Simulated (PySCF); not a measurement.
Molecule: CH3Cl5Si2, charge 0, multiplicity 1. SMILES: Cl[SiH](Cl)C[Si](Cl)(Cl)Cl
Coordinates optimised at B3LYP-D3(BJ)/def2-TZVP (Ansatz):
```xyz
11

Cl    -1.8382     1.4094    -1.2058
Si    -1.8065    -0.3512    -0.1548
Cl    -3.4940    -0.4677     1.0163
C     -0.3168    -0.4189     0.9611
Si     1.3471    -0.1605     0.1909
Cl     1.4434    -1.1117    -1.6213
Cl     1.7264     1.8263    -0.0825
Cl     2.8052    -0.9367     1.4019
H     -1.8424    -1.4648    -1.1096
H     -0.3163    -1.4090     1.4282
H     -0.4373     0.3161     1.7614
```

Dispersion corrections to the total energy (kcal/mol) from the dftd3 and dftd4 libraries through PySCF: D3(BJ) without and D4 with the three-body term, each with the damping fitted for the functional named.

```
functional  D3(BJ)      D4
----------  ------  ------
HF          -77.27  -38.59
HSE06       -10.56     [?]
BHLYP          [?]  -18.66
BLYP        -28.36  -27.92
revPBE      -28.40  -32.01
PW6B95       -8.61     [?]
TPSS        -16.78  -17.93
```

### Question
Complete the blanks.

### Answer

- HSE06, D4: -11.04
- BHLYP, D3(BJ): -19.94
- PW6B95, D4: -10.30
